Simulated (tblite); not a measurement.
C3H12N2Si3.
Numbering: `[N:1]#[C:2][C@@H:3]([SiH3:4])[CH2:5][N:6]([SiH3:7])[SiH3:8]` (hydrogens: H9 on C3; H10, H11, H12 on Si4; H13, H14 on C5; H15, H16, H17 on Si7; H18, H19, H20 on Si8)

The geometry is computed with GFN2-xTB (gas phase).

**Question.** What internal coordinates does the optimisation give?

**Answer.** 
| bond | length (pm) |
| --- | --- |
| N1≡C2 | 114.6 |
| C2–C3 | 142.7 |
| C3–Si4 | 191.9 |
| C3–C5 | 153.9 |
| C5–N6 | 144.1 |
| N6–Si7, N6–Si8 | 173.9 |
| C3–H9 | 109.5 |
| Si4–H10, Si4–H11, Si4–H12 | 146.2 |
| C5–H13 | 109.3 |
| C5–H14 | 109.6 |
| Si7–H15 and 3 like bonds | 146.1 |
| Si8–H18, Si8–H19 | 146.8 |

Bonds in one row agree within 1 pm and their mean is given. A selection of angles:
| angle | degrees |
| --- | --- |
| N1–C2–C3 | 178.0 |
| C2–C3–Si4 | 108.7 |
| C2–C3–C5 | 110.5 |
| C2–C3–H9 | 107.9 |
| Si4–C3–C5 | 111.8 |
| Si4–C3–H9 | 109.5 |
| C5–C3–H9 | 108.4 |
| C3–Si4–H10 | 106.8 |
| C3–Si4–H11 | 108.9 |
| H10–Si4–H11 | 110.8 |
| C3–C5–N6 | 113.9 |
| C3–C5–H13 | 108.9 |
| C3–C5–H14 | 107.7 |
| N6–C5–H13 | 109.3 |
| N6–C5–H14 | 109.0 |
| H13–C5–H14 | 107.8 |
| C5–N6–Si7 | 119.5 |
| C5–N6–Si8 | 117.4 |
| Si7–N6–Si8 | 121.3 |
| N6–Si7–H15 | 105.6 |
| N6–Si7–H17 | 112.1 |
| H15–Si7–H16 | 111.1 |
| N6–Si8–H19 | 112.5 |
| N6–Si8–H20 | 106.9 |
| H18–Si8–H19 | 108.9 |
| H18–Si8–H20 | 112.6 |

Dihedral angles: C2–C3–C5–N6 62° (synclinal); C3–C5–N6–Si7 -94° (anticlinal).

N6 (nitrogen bridging silicon atoms) is almost planar (angles 121.3°, 119.5° and 117.4°, sum 358.2°, 0.13 Å off the plane of its three neighbours). The C–N distances run from 1.146 Å (N1≡C2, drawn triple) to 1.441 Å (C5–N6, drawn single), a spread of 0.295 Å. The C–C distances run from 1.427 Å (C2–C3, drawn single) to 1.539 Å (C3–C5, drawn single), a spread of 0.112 Å. Si4 (SiH3 silicon) is tetrahedral (angles from 106.8° to 111.1°). Si7 (SiH3 silicon) is distorted tetrahedral (angles from 105.6° to 112.1°). Of the pairs four or more bonds apart, Si8···H9 is among the closest relative to their van der Waals radii: 2.92 Å, 89 % of the sum of Bondi's values.

Point group: C1 (no symmetry element, even within 0.4 Å). Its GFN2-xTB frequencies are all real (lowest 24 cm⁻¹). One conformer, not necessarily the lowest. 2 starts were optimised and ended at 0.00 and 0.59 kcal/mol (GFN2-xTB); the lowest of these is shown.

The run took 2.2 s on Intel Xeon Platinum 8488C, one thread, shared host with 96 logical CPUs at a one-minute load of 34. This is the geometry optimisation.
